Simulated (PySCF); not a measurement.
**A survey of $^{29}$Si NMR shifts**

Averaged over atoms made equivalent by symmetry, fast rotation or ring inversion, one computed conformer, no relativistic terms, gas phase. NMR shieldings at PBE0/pcSseg-1/GIAO; geometry from GFN2-xTB; PySCF 2.14.0 with density-fitted response routines.

Shieldings were converted by a linear fit to measured shifts: $^{29}$Si: δ = 279.94 − 0.822σ (rms 8.9 ppm, 72 shifts, 25.8 ppm with the 6 outliers that the fit left out vs TMS, solution or neat liquid). Occasional misses reach two or three times the rms, and more in compound classes unlike the fitted ones.

Give the $^{29}$Si shifts of `CC#CC[Si@H](Cl)/C(F)=C/[SiH3]`, `FC(F)(F)C1[SiH2]P[SiH2]1`, `CO[SiH2]C(C)(C)F`, `F[Si@@H]([SiH2]P)C1CC1`, `C=CC[Si@@H](F)[SiH2]P`.

Answers


```csv
compound,environment,δ (ppm)
[CH3:1][C:2]#[C:3][CH2:4][Si@H:5]([Cl:6])/[C:7]([F:8])=[CH:9]/[SiH3:10],"Si5: silicon bonded to 2 C, Cl, H",-17.2
[CH3:1][C:2]#[C:3][CH2:4][Si@H:5]([Cl:6])/[C:7]([F:8])=[CH:9]/[SiH3:10],"Si10: silicon bonded to C, 3 H",-81.6
FC(F)(F)C1[SiH2]P[SiH2]1,"silicon bonded to C, P, 2 H, in a 4-membered ring (×2)",-43.3
CO[SiH2]C(C)(C)F,"silicon bonded to C, O, 2 H",-23.0
[F:1][Si@@H:2]([SiH2:3][PH2:4])[CH:5]1[CH2:6][CH2:7]1,"Si2: silicon bonded to C, F, Si, H",18.7
[F:1][Si@@H:2]([SiH2:3][PH2:4])[CH:5]1[CH2:6][CH2:7]1,"Si3: silicon bonded to P, Si, 2 H",-87.0
[CH2:1]=[CH:2][CH2:3][Si@@H:4]([F:5])[SiH2:6][PH2:7],"Si4: silicon bonded to C, F, Si, H",21.0
[CH2:1]=[CH:2][CH2:3][Si@@H:4]([F:5])[SiH2:6][PH2:7],"Si6: silicon bonded to P, Si, 2 H",-88.8
```
